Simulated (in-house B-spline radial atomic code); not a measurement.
Settings and results of a run for Tb II (Tb+). Computed with a B-spline radial code for spherical atoms: Dirac-Kohn-Sham PBE, spherical fractional occupations, Fermi nucleus of rms radius 5.06 fm.

Command:
```bash
python run_scf.py task.json out
```
Settings (nuclear radius in fm, mass in u):
```
Z                65
configuration    [Xe] 4f9 6s1
hamiltonian      dirac
method           pbe,pbe
spin_polarised   False
nucleus          fermi
rms_radius       5.06
atomic_mass      158.92535
speed_of_light   137.035999084
```

Output (hartree, bohr):
```
 radial grid: 81 intervals, B-splines of order 8, outer radius 60 bohr

 iter        energy (Eh)    residual
    1      -11673.478919    7.11e-01
    2      -11678.262671    1.34e+00
    3      -11716.373761    2.13e-01
    4      -11717.506361    8.42e-02
    5      -11717.649095    6.09e-02
    6      -11717.691562    1.98e-02
    7      -11717.715563    2.68e-03
    8      -11717.715735    4.06e-04
    9      -11717.715740    2.72e-05
   10      -11717.715741    2.15e-06
   11      -11717.715741    7.65e-08

 total energy                    -11717.71574
 kinetic                           12813.0958
 electron-nucleus                 -28829.5654
 Hartree                            4555.8328
 exchange-correlation               -257.0790

 first-order corrections (not in the total)
   Gaunt                            12.2457
   retardation                      -1.2901
   frequency dependence             -0.1684
   self-energy                       8.6071
   Uehling                          -1.4107
   Wichmann-Kroll                    0.0457
   recoil                            0.0259

 orbital      occ     eigenvalue          <r>       <r^2>       <1/r>     <1/r^2>       r_max    small
 1s1/2      2.000     -1903.6838    0.0215074 0.000631686     73.0919     12244.4     0.01364  5.88e-02
 2s1/2      2.000      -315.6087    0.0909604  0.00982943     17.4747     1559.06     0.07767  1.30e-02
 2p1/2      2.000      -299.9556     0.075893  0.00712432     17.4531     495.506     0.05859  1.31e-02
 2p3/2      4.000      -272.5194    0.0828413  0.00835445     15.3523     321.396     0.06451  1.21e-02
 3s1/2      2.000       -70.1793     0.238942   0.0653772     6.37733     337.709        0.22  4.14e-03
 3p1/2      2.000       -63.3683     0.228598   0.0607943      6.2929     108.163      0.2073  4.08e-03
 3p3/2      4.000       -57.7042     0.241798   0.0678017        5.76     71.1179      0.2198  3.81e-03
 3d3/2      4.000       -45.9645     0.214073    0.053937     5.63956     39.8451      0.1744  3.69e-03
 3d5/2      6.000       -44.7287      0.21818   0.0558904     5.50755     37.6067      0.1779  3.61e-03
 4s1/2      2.000       -14.0851      0.54144    0.331147     2.66369     81.6031      0.5051  1.32e-03
 4p1/2      2.000       -11.4157      0.55275    0.347943     2.55625      25.456      0.5089  1.24e-03
 4p3/2      4.000       -10.1552     0.582892    0.386691     2.37424     16.8265      0.5355  1.14e-03
 4d3/2      4.000        -5.7588     0.617672    0.443177     2.15332     8.46021      0.5421  9.70e-04
 4d5/2      6.000        -5.5311     0.628424    0.458639     2.10817     7.96931      0.5507  9.43e-04
 5s1/2      2.000        -1.9772      1.32746     1.98507     1.00329     13.5734       1.183  2.69e-04
 5p1/2      2.000        -1.2612      1.49902     2.55741    0.878721     3.63404       1.294  2.10e-04
 5p3/2      4.000        -1.1003      1.60215     2.92429    0.813759     2.37995       1.376  1.85e-04
 4f5/2      3.857        -0.3606     0.892155     1.09406     1.52045     3.09739      0.5528  5.37e-04
 4f7/2      5.143        -0.3317     0.911935     1.15354      1.4963     3.00737      0.5581  5.24e-04
 6s1/2      1.000        -0.3211      3.76475     15.9554    0.333932     1.46515       3.286  3.40e-05
```


For the Dirac Hamiltonian the kinetic term is c α·p + (β - 1)c².
